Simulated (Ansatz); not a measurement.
CH$_{6}$BFOSi, SMILES `O[SiH2]CBF`. Total charge 0; spin multiplicity 1. The structure was optimised at the PBE0-D4/def2-TZVP level. It is one conformer, not always the lowest.

```xyz
11

O    -0.128   -2.009   -0.446
Si   -0.591   -0.873    0.649
C    -0.473    0.853   -0.101
B     0.999    1.171   -0.414
F     1.569    0.601   -1.480
H     0.657   -1.833   -0.967
H     0.246   -0.924    1.880
H    -1.995   -1.188    1.003
H    -1.089    0.804   -1.006
H    -0.914    1.554    0.613
H     1.719    1.845    0.269
```

Q: What is the dipole moment at ωB97M-V/def2-TZVPP? (Best estimate.)

A: Computed: 1.26 D, with components (-0.19, 1.23, 0.18) D in this frame, pointing from negative to positive charge.

Q: And with PBE, r2SCAN, B3LYP? (Best estimate.)

A: Computed: PBE 1.12 D, r2SCAN 1.20 D, B3LYP 1.27 D.

Q: Give the Mulliken charges with ωB97M-V, r2SCAN, PBE in def2-TZVPP. (An estimate is asked.)

A: The calculation gave: 
| atom | ωB97M-V | r2SCAN | PBE |
| --- | --- | --- | --- |
| O1 | -0.39 | -0.42 | -0.36 |
| Si2 | 0.44 | 0.52 | 0.42 |
| C3 | -0.34 | -0.25 | -0.25 |
| B4 | 0.16 | 0.26 | 0.18 |
| F5 | -0.25 | -0.27 | -0.21 |
| H6 | 0.18 | 0.20 | 0.19 |
| H7 | -0.06 | -0.10 | -0.09 |
| H8 | -0.04 | -0.09 | -0.07 |
| H9 | 0.14 | 0.10 | 0.12 |
| H10 | 0.12 | 0.08 | 0.11 |
| H11 | 0.03 | -0.03 | -0.03 |

B3LYP here is the variant with VWN-RPA as its local correlation; programs differ in this.
